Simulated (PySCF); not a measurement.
Compound: C9H9 (doublet state).
Geometry (GFN2-xTB, Å), atoms numbered from 1 in this order:
```
atom  x, y, z in Å
C1     3.654    0.266   -0.531
C2     2.602   -0.325   -0.372
C3     1.424   -0.967   -0.154
C4     0.411   -0.463    0.812
C5    -0.834    0.043    0.078
C6    -1.583   -0.987   -0.575
C7    -2.201   -1.861   -1.114
C8    -1.596    1.209    0.657
C9    -0.773    1.397   -0.579
H10    4.567    0.759   -0.684
H11    1.175   -1.836   -0.743
H12    0.104   -1.270    1.487
H13    0.832    0.351    1.406
H14   -2.747   -2.620   -1.589
H15   -2.672    1.206    0.560
H16   -1.240    1.633    1.584
H17    0.155    1.943   -0.505
H18   -1.286    1.530   -1.520
```

The hyperfine couplings belong to this conformer and change with its torsions.

The species is `[CH]=C=CCC1(C#C)CC1` [radical].

Level of theory: PySCF 2.14.0, UKS B3LYP, pcH-1 on C H, non-relativistic, mean-field spin-orbit, GIAO. The structure is a single GFN2-xTB conformer in the gas phase; no vibrational or solvent corrections. Couplings are sensitive to structure, and on GFN2-xTB geometries they can be far from those on DFT ones. No stability test was run, so a lower SCF solution isn't excluded.

Computed for the main isotopes (class means, splittings of 0.05 mT or more): g = 2.0027; H11 1H -52.2 MHz (1.86 mT); H10 1H -42.1 MHz (1.50 mT); H12/H13 1H +31.0 MHz (1.11 mT); H15/H18 1H +2.1 MHz (0.08 mT); 36 first-order lines, 5.73 mT wide.

Question: What changes when 1H at H11 is replaced by 2H?

Answer: Only the nuclear moment changes in this model. The ratio of g factors is 0.85744/5.58569 = 0.1535, so a goes from -52.2 to -8.0 MHz (0.286 mT). The spin goes from 1/2 to 1, so the 1:1 doublet becomes a 1:1:1 triplet. The spectrum then has 54 first-order lines over 4.44 mT.

Question: Where do the 13C satellites of C3 appear, and how strong are they?

Answer: a = +66.9 MHz, or 2.39 mT in magnitude, and I = 1/2, so to first order each main line has two satellites, at ±1.19 mT. The isotope's abundance is about 1.07 %, shared among 2 lines, so each has 0.54 % of the main line's intensity.

Question: Where do the 13C satellites of C2 appear, and how strong are they?

Answer: a = -65.2 MHz, or 2.33 mT in magnitude, and I = 1/2, so to first order each main line has two satellites, at ±1.16 mT. The isotope's abundance is about 1.07 %, shared among 2 lines, so each has 0.54 % of the main line's intensity.

Question: Give position and intensity of the satellites from 13C at C5.

Answer: a = +54.9 MHz, or 1.96 mT in magnitude, and I = 1/2, so to first order each main line has two satellites, at ±0.98 mT. The isotope's abundance is about 1.07 %, shared among 2 lines, so each has 0.54 % of the main line's intensity.

Means are taken over nuclei equivalent by connectivity, which assumes that they swap fast. The 1H value of +31.0 MHz is a mean of couplings from 3.1 to 58.9 MHz in this one geometry, not an average over conformers.

Time: 1.8 min wall (grids of density and orbitals included); peak memory 1.1 GiB. Hardware: an Arm Neoverse V1 with one thread, no GPU, shared host.

The SMILES draws the unpaired electron on C1; the largest computed Mulliken spin population is on C3 (0.76 against 0.56).
